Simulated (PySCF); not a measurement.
The second ionisation energy along group 13

All values are computed (PySCF 2.14, energy differences of UHF-based or UKS calculations, no spin-orbit coupling). Values in eV. The last column holds reference values (NIST; (s) semi-empirical, (t) theoretical, else measured). Unmarked ones compare directly (S terms, centres of terms, or small fine structure); those marked * lie between the lowest fine-structure levels and include a spin-orbit shift.

| element | configurations | UHF | SCS-MP2 (valence) | CCSD (valence) | CCSD(T) (valence) | FCI (valence) | PBE | reference |
| --- | --- | --- | --- | --- | --- | --- | --- | --- |
| B (cc-pVTZ-DK, spin-free X2C) | [He] 2s2 → [He] 2s1 | 23.445 | 24.617 | 25.071 | 25.071 | 25.071 | 24.601 | 25.155 |
| Al (cc-pVTZ-DK, spin-free X2C) | [Ne] 3s2 → [Ne] 3s1 | 17.549 | 18.453 | 18.622 | 18.622 | 18.622 | 18.781 | 18.829 |
| Ga (cc-pVTZ-DK, spin-free X2C) | [Ar] 3d10 4s2 → [Ar] 3d10 4s1 | 18.772 | 19.615 | 19.764 | 19.764 | 19.764 | 20.789 | 20.515 |

Q: Which of these methods has the smallest mean absolute error against the measured values here?

A: PBE, with 0.292 eV.

```csv
method,elements,mean error (eV),mean absolute error (eV),largest error (eV)
UHF,3,-1.578,1.578,-1.743
SCS-MP2 (valence),3,-0.604,0.604,-0.900
CCSD (valence),3,-0.347,0.347,-0.751
CCSD(T) (valence),3,-0.347,0.347,-0.751
FCI (valence),3,-0.347,0.347,-0.751
PBE,3,-0.109,0.292,-0.554
```

Errors include the incompleteness of the basis and the frozen core.

"Valence" correlates the outer s and p shells and, in groups 3 to 12 and the f block, the outer d or f shell, open or full, or the next shell where the ion has no valence electron left; the wider scheme adds the next inner shell.
